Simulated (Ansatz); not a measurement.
Reaction (ligand exchange at the Si–C bond): `C[SiH2]C(=O)[SiH3]` + `CCB(O)O` → `CCB(O)O[SiH3]` + `C[SiH2]C=O`

Calculated with Ansatz (gas phase, PBE0-D4/def2-TZVP geometries, no zero-point term in ΔE). CCSD(T)/CBS is the MP2 limit (def2-TZVPP, def2-QZVPP) plus CCSD(T) − MP2 in def2-TZVPP, frozen cores. DFT in def2-TZVPP. B3LYP here is the variant with VWN-RPA as its local correlation; programs differ in this. Each species was taken in one conformer, which may not be the lowest.

**Question.** Is it downhill or uphill in electronic energy at CCSD(T)/CBS, and by how much? (Best estimate.)

**Answer.** Computed: Downhill: ΔE = -107.3 kJ/mol.

**Question.** What do these levels give: PBE-D4, r2SCAN-D4, PBE0-D4, ωB97X-V, ωB97M-V, B3LYP, HF/def2-TZVPP, SCS-MP2/def2-TZVPP, CCSD(T)/def2-TZVPP, SCS-MP2/def2-QZVPP, HF/CBS(def2), CCSD/CBS(def2)? (Best estimate.)

**Answer.** Computed: PBE-D4 -85.8, r2SCAN-D4 -101.3, PBE0-D4 -95.8, ωB97X-V -106.8, ωB97M-V -105.8, B3LYP -105.6, HF/def2-TZVPP -132.0, SCS-MP2/def2-TZVPP -115.7, CCSD(T)/def2-TZVPP -107.6, SCS-MP2/def2-QZVPP -115.9, HF/CBS(def2) -133.8, CCSD/CBS(def2) -111.7 kJ/mol.

Largest T1 diagnostic among the species: 0.015.

From PBE to PBE0 (25 % exact exchange), in def2-TZVPP and without D4, ΔE moves by −10.0 kJ/mol. In def2-TZVPP, CCSD(T) changes the Hartree–Fock value by +24.4 kJ/mol (the triples alone add +4.4 kJ/mol) and MP2 by +20.2 kJ/mol.
